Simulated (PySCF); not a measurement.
Job file and geometry (Å, from GFN2-xTB) of an NMR shielding run on SMILES CNB(C)C, C3H10BN, GIAO PBE0/pcSseg-1 NMR shielding, non-relativistic, gas phase in PySCF; density fitting, a coarse starting grid and PySCF grid level 2 are the driver's defaults:

```
{"job": {"kind": "nmr", "xc": "PBE0", "basis": "pcSseg-1"}, "charge": 0, "multiplicity": 1}
C      2.069495     0.305245     0.032894
N      0.893545    -0.514179     0.214317
B     -0.437603    -0.181407     0.025822
C     -0.855300     1.277242    -0.457253
C     -1.548045    -1.285082     0.305109
H      2.623454     0.404290     0.971194
H      1.774767     1.295415    -0.302703
H      2.738118    -0.132382    -0.714481
H      1.131972    -1.446407     0.523244
H     -0.536240     2.039768     0.252097
H     -1.930853     1.380020    -0.575644
H     -0.400749     1.529007    -1.414430
H     -2.150877    -1.466982    -0.583081
H     -2.238165    -0.954099     1.079367
H     -1.137934    -2.242458     0.621636
```

Question: What does the program print?

Answer: 
```
coarse grid: 11608 points
cycle   1  E = -199.6311175051  dE =  2.921e-01  |g| = 5.019e-01  |ddm| = 3.119e+00
cycle   2  E = -199.6205890194  dE =  1.053e-02  |g| = 5.484e-01  |ddm| = 9.242e-01
cycle   3  E = -199.6982588072  dE = -7.767e-02  |g| = 3.414e-02  |ddm| = 5.002e-01
cycle   4  E = -199.6983775404  dE = -1.187e-04  |g| = 2.458e-02  |ddm| = 3.400e-02
cycle   5  E = -199.6985008109  dE = -1.233e-04  |g| = 4.032e-03  |ddm| = 1.621e-02
cycle   6  E = -199.6985041360  dE = -3.325e-06  |g| = 1.122e-03  |ddm| = 3.364e-03
final grid: 109544 points
cycle   7  E = -199.7225502260  dE = -3.903e-05  |g| = 8.397e-03  |ddm| = 2.560e-02
cycle   8  E = -199.7225462932  dE =  3.933e-06  |g| = 9.404e-03  |ddm| = 1.395e-02
cycle   9  E = -199.7225679561  dE = -2.166e-05  |g| = 6.291e-04  |ddm| = 7.278e-03
cycle  10  E = -199.7225680316  dE = -7.550e-08  |g| = 2.078e-04  |ddm| = 5.015e-04
cycle  11  E = -199.7225680404  dE = -8.776e-09  |g| = 3.670e-05  |ddm| = 1.514e-04
cycle  12  E = -199.7225680407  dE = -2.978e-10  |g| = 1.146e-05  |ddm| = 3.310e-05
converged SCF energy = -199.7225680407

GIAO shielding tensors (ppm)
atom      isotropic    diamagn.    paramagn.     s11        s22        s33       span
  0 C      153.269     244.502     -91.233    131.029    144.346    184.433     53.404
  1 N      148.445     321.258    -172.813     57.445    193.470    194.422    136.977
  2 B       57.840     192.108    -134.268     27.246     33.459    112.815     85.569
  3 C      186.191     252.744     -66.553    179.116    189.487    189.970     10.854
  4 C      177.635     252.535     -74.900    168.627    169.379    194.900     26.273
  5 H       28.858      28.344       0.514     24.206     26.804     35.564     11.357
  6 H       28.624      30.472      -1.848     24.145     29.829     31.900      7.755
  7 H       28.860      28.326       0.534     24.215     26.803     35.563     11.349
  8 H       27.869      33.639      -5.770     20.612     29.165     33.830     13.218
  9 H       31.497      31.612      -0.115     27.155     29.844     37.491     10.335
 10 H       31.397      31.424      -0.026     27.174     30.067     36.952      9.778
 11 H       31.479      31.654      -0.175     27.096     29.928     37.413     10.317
 12 H       31.237      30.890       0.348     27.613     29.287     36.812      9.199
 13 H       31.240      30.888       0.352     27.659     29.249     36.810      9.151
 14 H       31.867      31.973      -0.106     27.719     30.408     37.474      9.755
```

Size and cost of the density-fitted run: 135 basis functions, 11 s wall time on 1 thread of an Arm Neoverse V2, shared host.
